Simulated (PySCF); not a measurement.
## Excited states of Se⁶⁺ (selenium, charge +6)

Ground state [Ar] 3d10, ¹S. All numbers are calculated (PySCF 2.14, a scalar-relativistic core potential, in aug-cc-pVDZ-PP with one added diffuse shell each of s, p, d type with ECP10MDF (6s5p4d, 41 functions)). Vertical excitation energies in eV without spin-orbit coupling; excited terms of each kind are numbered among those the solver found.

| term | leading excitation | TDA-PBE | TD-PBE |
| --- | --- | --- | --- |
| 1 3D | 3d → s | 51.840 | 51.836 |
| 1 1D | 3d → s | 52.659 | 52.657 |
| 1 3P° | 3d → p | 67.751 | 67.745 |
| 1 3F° | 3d → p | 67.898 | 67.895 |
| 1 1F° | 3d → p | 68.372 | 68.372 |
| 1 1D° | 3d → p | 68.404 | 68.404 |
| 1 3D° | 3d → p | 68.404 | 68.404 |
| 1 1P° | 3d → p | 69.702 | 69.675 |
| 1 3S | 3d → d | 91.327 | 91.320 |
| 1 3G | 3d → d | 91.861 | 91.860 |
| 1 1G | 3d → d | 92.055 | 92.055 |

Where a singlet and its triplet coincide, the exchange integral that splits them vanishes by symmetry for a single excitation; correlation beyond this level separates them.

Oscillator strength of the first ¹S → ¹P° line: TDA-PBE 0.495, TD-PBE 0.481.

The solver can miss terms.
